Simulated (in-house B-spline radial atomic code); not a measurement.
A calculation on the technetium ion Tc⁵⁺: its settings, and results tabulated from the run. Level of theory: Dirac-Kohn-Sham HSE06, spherical fractional occupations, Fermi nucleus of rms radius 4.41117 fm; calculated with a B-spline radial code for spherical atoms.

Command:
```bash
python run_scf.py task.json out
```
Settings (nuclear radius in fm, mass in u):
```
Z                43
configuration    [Kr] 4d2
hamiltonian      dirac
method           hse06
spin_polarised   False
nucleus          fermi
rms_radius       4.41117
atomic_mass      96.90636
speed_of_light   137.035999084
```

Output (hartree, bohr):
```
 radial grid: 67 intervals, B-splines of order 8, outer radius 18.2456 bohr

 iter        energy (Eh)    residual
    1       -4274.224943    5.55e-01
    2       -4278.982768    2.66e-01
    3       -4280.474280    6.60e-02
    4       -4280.562168    1.97e-02
    5       -4280.567686    6.81e-03
    6       -4280.568983    9.81e-04
    7       -4280.568994    4.85e-05
    8       -4280.568994    1.87e-06
    9       -4280.568994    6.14e-08

 total energy                     -4280.56899
 kinetic                            4446.4978
 electron-nucleus                 -10252.4788
 Hartree                            1651.7479
 exact exchange                      -30.4642
 exchange-correlation                -95.8718

 first-order corrections (not in the total)
   Gaunt                             2.9250
   retardation                      -0.2915
   frequency dependence             -0.0189
   self-energy                       1.9665
   Uehling                          -0.2287
   Wichmann-Kroll                    0.0036
   recoil                            0.0170

 orbital      occ     eigenvalue          <r>       <r^2>       <1/r>       r_max    small
 1s1/2      2.000      -771.8469    0.0342773  0.00158604     44.7121     0.02228  2.46e-02
 2s1/2      2.000      -112.9154     0.149156    0.026287     10.2101      0.1262  5.08e-03
 2p1/2      2.000      -104.2096     0.127116   0.0198377     10.1761     0.09819  5.08e-03
 2p3/2      4.000       -99.8581     0.131775   0.0211905     9.66654      0.1021  4.91e-03
 3s1/2      2.000       -21.9791     0.414138    0.196483     3.51549       0.372  1.37e-03
 3p1/2      2.000       -18.6209     0.408188    0.193948     3.41308      0.3592  1.32e-03
 3p3/2      4.000       -17.8855      0.41859    0.203745     3.29139      0.3685  1.27e-03
 3d3/2      4.000       -11.9607     0.396125    0.188166     3.10486      0.3101  1.16e-03
 3d5/2      6.000       -11.8197     0.399555    0.191288     3.07321      0.3128  1.14e-03
 4s1/2      2.000        -5.1471      1.03505     1.20775     1.32073      0.9419  3.31e-04
 4p1/2      2.000        -4.1046      1.10855     1.39524     1.21607      0.9926  2.89e-04
 4p3/2      4.000        -3.9855      1.13276     1.45626     1.18335       1.015  2.79e-04
 4d3/2      0.800        -2.3340      1.38325     2.21196     0.94424        1.18  1.89e-04
 4d5/2      1.200        -2.3189      1.39226     2.24025    0.937122       1.188  1.87e-04
```

Time taken, with all properties: 5.2 s on 1 thread of Arm Neoverse N1, with other jobs on the host.

For the Dirac Hamiltonian the kinetic term is c α·p + (β - 1)c².

Caution: exact exchange at fractional occupations of open shells leaves self-interaction of up to several eV.
